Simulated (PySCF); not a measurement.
Cartesian coordinates (Å):
```xyz
5

Zr     0.0035     0.0051    -0.0010
Cl     0.8112     2.1349    -0.5136
Cl    -1.4533     0.1460     1.8178
Cl    -1.1354    -0.8593    -1.8471
Cl     1.7897    -1.3976     0.5420
```
Charge 0, multiplicity 1.

Predict the LUMO, charge on the central atom (Mulliken), dipole moment, HOMO–LUMO gap, total energy and HOMO from TPSSh-D3(BJ)/def2-TZVP // BP86-D3(BJ)/def2-SVP in PySCF 2.14.0.


```yaml
LUMO: -3.21 eV
charge on the central atom (Mulliken): 1.38 e
dipole_moment: 0.00 D
HOMO–LUMO gap: 5.80 eV
total_energy: -51383.31 eV
HOMO: -9.01 eV
```
